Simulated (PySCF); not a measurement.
Sn(Br)(OH)3 (BrH3O3Sn), SMILES [Sn]([OH])([OH])([OH])[Br].

Coordinates come from a r2SCAN-D4/def2-SVP optimisation. The structure was generated by enumeration; whether it is a known compound was not checked. The def2 effective core potentials stand for the cores of Sn; spin–orbit coupling is left out. One conformer was computed; it need not be the lowest.

Two levels are set side by side: PBE/def2-TZVP (PySCF) and HF/def2-TZVP (PySCF). Same geometry, gas phase. Differences are taken from unrounded values.

```csv
quantity,HF
orbital gap (eV),13.26
highest occupied level (eV),-12.05
lowest empty level (eV),1.20
dipole moment (D),1.88
mean polarisability (bohr³),59.9
```

Q: What does PBE give, and how far is it from HF? (The exact figures need the calculation; the answer reports its results.)

A: 
```json
[
 {"quantity": "orbital gap (eV)", "PBE": "4.11", "PBE minus HF": "-9.15"},
 {"quantity": "highest occupied level (eV)", "PBE": "-7.48", "PBE minus HF": "4.58"},
 {"quantity": "lowest empty level (eV)", "PBE": "-3.36", "PBE minus HF": "-4.57"},
 {"quantity": "dipole moment (D)", "PBE": "1.32", "PBE minus HF": "-0.56"},
 {"quantity": "mean polarisability (bohr³)", "PBE": "71.0", "PBE minus HF": "11.2"}
]
```

PBE's occupied levels lie high since its potential decays too fast outside the molecule; exact exchange lowers them and widens the gap. Loosely held outer electrons make PBE densities more polarisable. Differences between two approximate levels are no errors against the true value.

Rough cost on one machine, each run with all the roots and properties that it gave: HF against PBE about 1/2.
